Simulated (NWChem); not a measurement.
# CH2NO cation; SMILES [OH+]=C=N

Computed with NWChem. Structure relaxed at the PBE0/def2-SVP level. Level: PBE0/def2-SVP with COSMO at NWChem's default radii, gas-phase geometry; the question gives the dielectric constant. Reactions with the solvent are ignored.

Predict the results for dielectric constant 3.9. Quantities: electrostatic solvation energy (kcal/mol).


| Property | Result |
|---|---|
| electrostatic solvation energy (kcal/mol) | -55.0 |
